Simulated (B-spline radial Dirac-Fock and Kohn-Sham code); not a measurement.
## Photoelectron lines of Se⁴⁺ at 430 eV

System: selenium as Se⁴⁺ in the configuration [Ar] 3d10 4s2.

Model: independent-particle photoionisation in a Dirac-Hartree-Slater potential with a Latter tail, all multipoles, thresholds from Dirac-Fock ΔSCF. Program: a radial B-spline solver. The asymmetry parameter β is from the dipole term alone. Kinetic energies are from the vacuum level.

The last column is dσ/dΩ = σ/(4π) · [1 − (β/2) P₂(cos θ)] at θ = 90° from the beam of unpolarised light.

```
subshell  electrons  binding (eV)  kinetic (eV)  σ (kb)     β  dσ/dΩ (kb/sr)
      3s          2         296.9         133.1     141  2.00           16.8
   3p1/2          2         232.9         197.1     179  1.39           19.2
   3p3/2          4         227.0         203.0     371  1.39           39.8
   3d3/2          4         117.5         312.5     485  1.15           49.7
   3d5/2          6         116.6         313.4       ?     ?              ?
      4s          2         65.56         364.4    23.0  2.00           2.74
```

**Question.** What are σ and β for 3d5/2?

**Answer.** σ = 716 kb, the largest of all subshells and 37 % of the total, and β = 1.15, which gives dσ/dΩ = 73.4 kb/sr.

Run: 3.9 s of CPU time on 1 thread of Neoverse-N1 (shared host), peak memory 0.33 GiB.

Values without a named source are computed, but for edge energies of neutral atoms, which are taken from tables.
